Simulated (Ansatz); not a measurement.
Z-matrix (Å, degrees):
```
Sn
P 1 2.504
H 1 1.707 2 111.1
H 1 1.707 2 111.2 3 122.0
H 1 1.721 2 108.5 3 -119.0
N 2 1.705 1 96.9 3 63.0
N 2 1.705 1 96.9 3 175.2
H 6 1.009 2 115.8 1 -166.0
H 6 1.010 2 121.4 1 53.1
H 7 1.010 2 121.5 1 -53.1
H 7 1.009 2 115.8 1 166.0
```

Charge 0, multiplicity 1. Sn takes the def2 core potential.

Q: List the PBE/def2-TZVPP orbital energies in eV (Ansatz 0.2.0). (Best estimate.)

A: The calculation gave: Occupied: -2076.62, -380.37, -380.37, -171.74, -132.75, -123.26, -123.20, -123.09, -88.68, -88.66, -88.66, -25.15, -25.14, -25.12, -25.04, -25.03, -22.04, -21.10, -14.85, -12.82, -12.15, -12.06, -11.31, -8.42, -7.67, -7.65, -6.60, -5.91, -5.45. Lowest empty: -0.92, -0.35, -0.24, 0.03, 0.96, 1.15, 1.34, 1.74.
